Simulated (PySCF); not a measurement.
## Cr (chromium, neutral) across methods

[Ar] 3d6, high-spin 5D determinant (an excited configuration). Computed with PySCF 2.14 in aug-cc-pVQZ-DK, with scalar relativity by spin-free X2C-1e.

```tsv
method	E (hartree)	mean ε 3p β (eV)	mean ε 3d α (eV)	mean ε 3d β (eV)	Σ⟨r²⟩ (bohr²)	⟨S²⟩
BP86	-1050.800	-41.585	-2.863	-0.720	46.11	6.149
LDA	-1048.329	-41.395	-2.868	-0.476	45.92	6.141
r2SCAN	-1050.590	-42.498	-3.454	-0.577	53.23	6.311
PBE	-1050.412	-41.465	-2.857	-0.557	48.29	6.177
PBE0	-1050.413	-44.603	-5.104	-1.002	54.63	6.366
```

⟨S²⟩ = 6.15 against 6.00 shows spin contamination.
